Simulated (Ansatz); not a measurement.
Geometry optimisation, Ansatz 0.2.0, DFT PBE-D3(BJ), scalar-relativistic, plane waves, PAW.

Input file:

```yaml
crystal:
  lattice:
    - [9.148165, 0.0, 0.0]
    - [0.0, 9.148165, 0.0]
    - [0.0, 0.0, 9.148165]
  atoms:
    - { symbol: C, position: [0.7164265, 0.4806107, 0.613452] }
    - { symbol: O, position: [0.8073059, 0.4734133, 0.7044966] }
    - { symbol: O, position: [0.6255471, 0.487808, 0.5224074] }
    - { symbol: C, position: [0.7768597, 0.9888128, 0.0931568] }
    - { symbol: O, position: [0.7784564, 0.9809569, 0.2217481] }
    - { symbol: O, position: [0.775263, 0.9966688, -0.0354344] }
    - { symbol: C, position: [0.4425347, 0.1460385, 0.9678232] }
    - { symbol: O, position: [0.4319719, 0.1498226, 1.0961746] }
    - { symbol: O, position: [0.4530975, 0.1422544, 0.8394718] }
    - { symbol: C, position: [0.6814528, 0.7413298, 0.3604666] }
    - { symbol: O, position: [0.7729767, 0.65668, 0.3929899] }
    - { symbol: O, position: [0.589929, 0.8259797, 0.3279433] }
    - { symbol: C, position: [0.0529272, 0.5854338, 0.4864951] }
    - { symbol: O, position: [0.0594232, 0.4633492, 0.4458365] }
    - { symbol: O, position: [0.0464312, 0.7075185, 0.5271538] }
    - { symbol: O, position: [0.1459172, 0.1699349, 0.2462091] }
    - { symbol: C, position: [0.159895, 0.044072, 0.2043592] }
    - { symbol: H, position: [0.0696285, -0.01667, 0.1522071] }
    - { symbol: H, position: [0.2636237, -0.0164053, 0.2162055] }
    - { symbol: O, position: [0.3099841, 0.0701027, 0.4547797] }
    - { symbol: C, position: [0.4396617, 0.0798814, 0.4251763] }
    - { symbol: H, position: [0.5259668, 0.057147, 0.5063678] }
    - { symbol: H, position: [0.4782499, 0.1120338, 0.3154737] }
    - { symbol: O, position: [0.9777397, 0.428769, 1.0134303] }
    - { symbol: C, position: [0.9664465, 0.3143821, 0.9457814] }
    - { symbol: H, position: [0.9213917, 0.3100893, 0.8339372] }
    - { symbol: H, position: [1.0006248, 0.2085083, 0.9924724] }
    - { symbol: O, position: [0.2695204, 0.808846, 0.7278835] }
    - { symbol: C, position: [0.2025956, 0.9242109, 0.7273804] }
    - { symbol: H, position: [0.1336881, 0.9580821, 0.6343107] }
    - { symbol: H, position: [0.2070473, 1.0014484, 0.8199657] }
    - { symbol: O, position: [0.4567414, 0.444263, 0.200764] }
    - { symbol: C, position: [0.4727486, 0.5495985, 0.1205363] }
    - { symbol: H, position: [0.3841817, 0.6290104, 0.1003587] }
    - { symbol: H, position: [0.576732, 0.5716357, 0.0634462] }
    - { symbol: O, position: [0.0953408, 0.6524418, 1.0593997] }
    - { symbol: C, position: [0.0664904, 0.6671155, 0.9300142] }
    - { symbol: H, position: [0.0537729, 0.775693, 0.8789586] }
    - { symbol: H, position: [0.0514218, 0.5726704, 0.8564579] }
basis:
  ecutwfc: 420.0
kpoints:
  mp_grid: { grid: [1, 1, 1] }
hamiltonian:
  xc: pbe
  dispersion: d3bj
scf:
  occupations: { method: fermi_dirac, width: 0.05 }
  lower_state_search: "off"
relax:
  f_tol: 0.3
  max_steps: 15
  adjacent_minimum: "off"
```

Run as:

```bash
$ ansatz run input.yaml --threads 1 --pin off --max-ram 3072MiB --backend cpu --events-out ev --progress --plain --runs-dir out
```

Question: Where does it end, and by what steps?

Answer: It did not converge within its limit. The force dipped under the threshold on the way, but the program's further checks kept it going. Limits of this set-up: coarse k mesh. After 14 steps the energy has fallen by 2.396 eV; O24 moved furthest, 1.42 Å.

| step | energy less start (eV) | largest force component (eV/Å) | accepted |
| --- | --- | --- | --- |
| 0 | 0.0000 | 1.988 | yes |
| 1 | -0.9804 | 0.919 | yes |
| 2 | -1.3560 | 0.918 | yes |
| 3 | -1.6082 | 0.856 | yes |
| 4 | -1.7877 | 0.851 | yes |
| 5 | -1.8652 | 1.335 | yes |
| 6 | -2.0514 | 0.744 | yes |
| 7 | -2.1569 | 0.455 | yes |
| 8 | -2.2059 | 0.627 | yes |
| 9 | -2.0033 | 1.474 | no |
| 10 | -2.2425 | 0.365 | yes |
| 11 | -2.2689 | 0.253 | yes |
| 12 | -2.2764 | 0.623 | yes |
| 13 | -2.3453 | 0.454 | yes |
| 14 | -2.3965 | 0.545 | yes |

```xyz
39
Lattice="9.1482 0.0000 0.0000 0.0000 9.1482 0.0000 0.0000 0.0000 9.1482" Properties=species:S:1:pos:R:3
C 6.058 4.167 5.809
O 7.113 4.232 6.311
O 5.000 4.104 5.306
C 7.553 9.107 1.038
O 7.470 9.101 2.206
O 7.635 9.104 -0.132
C 4.573 1.254 8.823
O 4.684 0.639 9.814
O 4.467 1.860 7.824
C 5.800 6.669 3.264
O 6.761 6.269 3.801
O 4.841 7.069 2.724
C 0.659 5.179 3.656
O 0.362 4.078 3.381
O 0.957 6.280 3.944
O 1.329 0.777 1.094
C 1.664 -0.189 1.758
H 0.904 -0.933 2.146
H 2.729 -0.414 1.978
O 2.834 0.942 4.487
C 3.875 1.434 4.101
H 4.841 1.248 4.632
H 3.921 2.093 3.202
O 7.576 4.152 9.592
C 8.259 3.187 9.295
H 8.301 2.814 8.242
H 8.872 2.633 10.041
O 3.132 7.994 7.287
C 2.278 8.657 6.726
H 1.647 8.241 5.908
H 2.069 9.713 7.018
O 4.334 3.750 1.294
C 4.256 4.778 0.652
H 3.341 5.412 0.666
H 5.108 5.127 0.020
O 1.080 6.212 9.641
C 0.622 6.150 8.522
H -0.191 6.833 8.175
H 0.997 5.405 7.775
```

The run took 2.8 min on 1 thread of Arm Neoverse N1, on a shared host, peak memory 0.62 GiB.
